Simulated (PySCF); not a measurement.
**Excitation energy of Br⁺ by level of theory**

Br⁺ [Ar] 3d10 4s2 4p4 (3P) → Br⁺ [Ar] 3d10 4s1 4p4 4d1 (high-spin determinant), as a difference of total energies. All numbers are calculated (PySCF 2.14, the spin-free X2C one-electron Hamiltonian (Gaussian nucleus), in aug-cc-pVTZ-DK (7s6p4d2f, 59 functions)). Correlated levels: valence: [Ar] 3d10 frozen. The calculations carry no spin-orbit coupling.

```
           method  excitation energy (cm⁻¹)
              UHF                    197710
              LDA                    207070
              PBE                    203420
             PBE0                    204010
           r2SCAN                    203030
           B2PLYP                    205250
              M06                    209000
        BHandHLYP                    207840
            wB97X                    211340
    MP2 (valence)                    200630
SCS-MP2 (valence)                    201790
```

A first-order spin-orbit estimate (lowest level to lowest level, LS coupling) adds -0.006 eV.

The upper state lies above the first ionisation limit, where it may autoionise and the basis confines it.

The promoted electron is Rydberg-like, and one or two diffuse shells describe it only roughly, which tends to raise the upper state.

The determinant of the upper state mixes LS terms, which raises its energy above the lowest term, most at the Hartree-Fock and MP2 levels.
